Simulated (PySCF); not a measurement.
C9H8.
Numbering: `[CH:1]#[C:2]/[CH:3]=[C:4](\[C:5]#[CH:6])[C:7](=[CH2:8])[CH3:9]` (hydrogens: H10 on C1; H11 on C3; H12 on C6; H13, H14 on C8; H15, H16, H17 on C9)

The same species was optimised twice, with GFN2-xTB and with PBE0-D3(BJ)/def2-SVP (PySCF), and the same property calculations (PySCF, gas phase) were run on both structures.

| coordinate | GFN2-xTB | PBE0-D3(BJ)/def2-SVP | change |
| --- | --- | --- | --- |
| C4–C7 (Å) | 1.463 | 1.477 | +0.014 |
| C1≡C2 (Å) | 1.203 | 1.215 | +0.012 |
| C5≡C6 (Å) | 1.201 | 1.213 | +0.012 |
| C3=C4 (Å) | 1.354 | 1.365 | +0.011 |
| C7=C8 (Å) | 1.333 | 1.344 | +0.011 |
| C2–C3 (Å) | 1.402 | 1.413 | +0.011 |
| C4–C5 (Å) | 1.418 | 1.429 | +0.011 |
| C7–C9 (Å) | 1.500 | 1.500 | 0.000 |
| C2–C3–C4 (°) | 123.0 | 124.8 | +1.8 |
| C3–C4–C7 (°) | 123.5 | 121.8 | -1.7 |
| C4–C5–C6 (°) | 178.6 | 179.9 | +1.3 |
| C3–C4–C5 (°) | 118.5 | 119.5 | +1.0 |
| C5–C4–C7 (°) | 117.9 | 118.6 | +0.7 |
| C4–C7–C8 (°) | 120.9 | 120.5 | -0.4 |
| C4–C7–C9 (°) | 117.8 | 118.1 | +0.3 |
| C8–C7–C9 (°) | 121.3 | 121.4 | +0.1 |
| C3–C4–C7–C8 (°) | 180 | 180 | 0 |

Rotational constants: A = 2622, B = 1222, C = 837.9 MHz (GFN2-xTB) against A = 2509, B = 1207, C = 819.4 MHz (PBE0-D3(BJ)/def2-SVP). Point groups within 0.08 Å: Cs and Cs. Atoms that the bonding makes alike are paired by their places after alignment.

On the GFN2-xTB structure: lowest singlet, TDDFT (eV) 4.53 [CAM-B3LYP/def2-SVPD]; lowest triplet, Tamm–Dancoff (eV) 2.49 [CAM-B3LYP/def2-SVPD]; isotropic polarisability (au) 113.3 [CAM-B3LYP/def2-SVPD]; HOMO (eV) -7.66 [CAM-B3LYP/def2-SVPD]; LUMO (eV) -0.86 [CAM-B3LYP/def2-SVPD]; dipole (D) 0.62 [CAM-B3LYP/def2-SVPD]; HOMO (eV) -6.51 [PBE0/pcSseg-1]; LUMO (eV) -1.87 [PBE0/pcSseg-1]; dipole (D) 0.62 [PBE0/pcSseg-1]; GIAO shielding of C1 (ppm) 86.2 [PBE0/pcSseg-1]; GIAO shielding of C2 (ppm) 99.7 [PBE0/pcSseg-1]; GIAO shielding of C3 (ppm) 65.6 [PBE0/pcSseg-1]; GIAO shielding of C4 (ppm) 44.3 [PBE0/pcSseg-1]; GIAO shielding of C5 (ppm) 102.3 [PBE0/pcSseg-1]; GIAO shielding of C6 (ppm) 89.5 [PBE0/pcSseg-1]; GIAO shielding of C7 (ppm) 40.0 [PBE0/pcSseg-1]; GIAO shielding of C8 (ppm) 58.1 [PBE0/pcSseg-1].

Q: What do these properties become on the PBE0-D3(BJ)/def2-SVP structure?

A: 
| property | level | on GFN2-xTB | on PBE0-D3(BJ)/def2-SVP | change |
| --- | --- | --- | --- | --- |
| lowest singlet, TDDFT (eV) | CAM-B3LYP/def2-SVPD | 4.53 | 4.47 | -0.06 |
| lowest triplet, Tamm–Dancoff (eV) | CAM-B3LYP/def2-SVPD | 2.49 | 2.43 | -0.06 |
| isotropic polarisability (au) | CAM-B3LYP/def2-SVPD | 113.3 | 116.4 | +3.1 |
| HOMO (eV) | CAM-B3LYP/def2-SVPD | -7.66 | -7.64 | +0.02 |
| LUMO (eV) | CAM-B3LYP/def2-SVPD | -0.86 | -0.91 | -0.05 |
| dipole (D) | CAM-B3LYP/def2-SVPD | 0.62 | 0.59 | -0.03 |
| energy, GFN2-xTB geometry as zero (kcal/mol) | CAM-B3LYP/def2-SVPD | 0.0 | -1.5 | -1.5 |
| HOMO (eV) | PBE0/pcSseg-1 | -6.51 | -6.49 | +0.02 |
| LUMO (eV) | PBE0/pcSseg-1 | -1.87 | -1.92 | -0.05 |
| dipole (D) | PBE0/pcSseg-1 | 0.62 | 0.60 | -0.02 |
| energy, GFN2-xTB geometry as zero (kcal/mol) | PBE0/pcSseg-1 | 0.0 | -0.6 | -0.6 |
| GIAO shielding of C1 (ppm) | PBE0/pcSseg-1 | 86.2 | 83.7 | -2.5 |
| GIAO shielding of C2 (ppm) | PBE0/pcSseg-1 | 99.7 | 99.9 | +0.2 |
| GIAO shielding of C3 (ppm) | PBE0/pcSseg-1 | 65.6 | 62.3 | -3.3 |
| GIAO shielding of C4 (ppm) | PBE0/pcSseg-1 | 44.3 | 41.7 | -2.6 |
| GIAO shielding of C5 (ppm) | PBE0/pcSseg-1 | 102.3 | 102.4 | +0.1 |
| GIAO shielding of C6 (ppm) | PBE0/pcSseg-1 | 89.5 | 87.3 | -2.2 |
| GIAO shielding of C7 (ppm) | PBE0/pcSseg-1 | 40.0 | 37.3 | -2.7 |
| GIAO shielding of C8 (ppm) | PBE0/pcSseg-1 | 58.1 | 55.2 | -2.9 |

The heavy atoms differ by 0.049 Å rms after alignment. Among bonds between heavy atoms C4–C7 changes most (+0.014 Å). Changes are differences of the printed values. Neither structure is proved a minimum here.

Shape of the structure used: `[CH:1]#[C:2]/[CH:3]=[C:4](\[C:5]#[CH:6])[C:7](=[CH2:8])[CH3:9]`: C3–C4–C7–C8 180°.
